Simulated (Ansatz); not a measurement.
System: PbS (charge 0, singlet). 
Structure (B3LYP-D3(BJ)/def2-TZVP (Ansatz, a program for electronic structure) minimum search):
SMILES: [S]=[Pb]
```xyz
2

Pb     0.0000     0.0000    -0.3764
S      0.0000     0.0000     1.9291
```
Charge 0, spin multiplicity 1.

Basis-set convergence of Hartree-Fock and CCSD correlation energies (hartree) with Ansatz. Valence correlation only, unless marked. No spin-orbit coupling. The frozen core is the preceding noble-gas configuration, with the filled d and f shells of earlier blocks. Past Kr the def2 sets carry scalar-relativistic core potentials.

The T1 diagnostic of CCSD in the largest basis is 0.028, which is high, so the coupled-cluster rows are less sure than usual.

```tsv
basis	functions	E(HF)	E(corr, CCSD)
def2-SVP	44	-589.26941	-0.20264
def2-TZVPP	92	-589.41482	-0.25862
def2-QZVPP	152	-589.42745	-0.27580
```

Extrapolating the two largest sets (X = 3 and 4) as X^-3: E(corr) = (64·(-0.27580) - 27·(-0.25862))/37 = -0.2883 Eh, an estimate of the basis-set limit. The largest set recovers 95.7 % of it, the smallest 70.3 %.
